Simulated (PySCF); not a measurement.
Predicted microwave data (PySCF, PBE0-D3(BJ)/def2-SVP geometry optimisation, gas phase) for one isomer of C6H12N2Si:

```
Rotational constants : A = 1742, B = 1243, C = 852.9 MHz
Dipole components    : |μa| = 1.69 D, |μb| = 2.48 D, |μc| = 0.07 D
Inertial defect      : -104.18 u·Å²
κ                    : -0.12
```

Question: Which structure is it? (One computed conformer of each.)
A. `CN(C)c1ccn([SiH3])c1`
B. `[CH3:1][CH:2]([CH3:3])[c:4]1[n:5][cH:6][cH:7][n:8]1[SiH3:9]` with C1–C2–C4–N5 -43°

Answer: B. It is CC(C)c1nccn1[SiH3], an asymmetric top, point group C1. The candidates at the same level (rigid rotor, commonest isotopes):

```
              SMILES  A (MHz)  B (MHz)  C (MHz)  μa (D)  μb (D)  μc (D)  Δ (u·Å²)  point group                        rotor
CN(C)c1ccn([SiH3])c1     3496    744.0    625.9    0.06    0.43    0.36    -16.38           C1  near-prolate asymmetric top
  CC(C)c1nccn1[SiH3]     1742     1243    852.9    1.69    2.48    0.07   -104.18           C1               asymmetric top
```

`CN(C)c1ccn([SiH3])c1` has A 101 % too high. No structure here is proved a minimum.
